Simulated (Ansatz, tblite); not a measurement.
Removing and adding an electron: Ti5O17H14, a hydroxylated oxide cluster. Charge 0, multiplicity 1. Geometry: PBE-D4/def2-SVP. Ansatz, gas phase; energy differences of separate SCF runs; the oxidised species was run as a doublet alone; the reduced species was run as a doublet alone.

Cartesian coordinates in Å:
```
Ti -0.707 0.386 -2.899
Ti 0.558 -1.688 -0.661
Ti -2.659 -1.233 -0.748
Ti 0.051 2.399 0.817
Ti 1.737 -0.828 2.088
O 0.032 4.188 1.018
O -1.627 1.790 0.514
O 1.125 1.967 -0.574
O -0.055 2.128 -2.888
O -1.179 -0.127 -4.554
O 0.911 -0.807 3.680
O 0.792 1.553 2.259
O -0.027 -1.150 1.115
O 3.110 0.401 2.422
O 2.025 -0.502 0.082
O -2.131 0.270 -1.723
O -2.676 -0.710 1.023
O 0.551 -0.671 -2.255
O -4.190 -2.016 -1.291
O 2.458 -2.519 1.957
O -1.242 -2.273 -0.913
O 1.539 -3.160 -0.575
H -0.740 4.766 1.148
H -1.916 1.463 -0.385
H 0.877 2.193 -1.524
H -0.054 2.762 -3.626
H -0.803 -0.840 -5.101
H 0.301 -0.093 3.947
H 1.767 1.595 2.477
H -0.985 -1.223 1.389
H 3.744 0.491 1.684
H 1.856 0.428 -0.252
H -2.437 0.245 1.162
H -4.329 -2.858 -1.759
H 2.252 -3.153 2.671
H 2.069 -3.178 0.274
```

The xTB rows come from tblite. Single mean-field runs in def2-TZVP are fitted with def2-universal-jkfit. HOMO above LUMO, or a gap near zero within one spin, warns that the state may not be the lowest or that an electron is smeared out.

```
            level  −HOMO (eV)  vertical IE (eV)  −LUMO (eV)  vertical EA (eV)  HOMO–LUMO gap (eV)  IE − EA (eV)                                                                                                               remarks
         GFN1-xTB       12.70             14.74        9.37              7.41                3.34          7.34                                                                                                                     –
         GFN2-xTB       10.77             13.04        7.38              5.36                3.39          7.68                                                                                                                     –
     HF/def2-TZVP       12.87              9.61       -1.54              1.43               14.41          8.18                                                                                                                     –
 PBE-D4/def2-TZVP        7.10              9.05        3.45              1.45                3.65          7.60  HOMO above zero (-1 doublet), gap within one spin near zero (+1 doublet), gap within one spin near zero (-1 doublet)
PBE0-D4/def2-TZVP        8.72             10.02        2.56              1.39                6.16          8.63                                                                                                                     –
```

   A HOMO above zero means that the electron is unbound at that level or that self-interaction error raises the level; the energy of removing that electron tells which. Raw xTB energy differences between charge states are shifted by several eV; the methods need an empirical correction for them. Sets without diffuse functions give affinities that are too small.
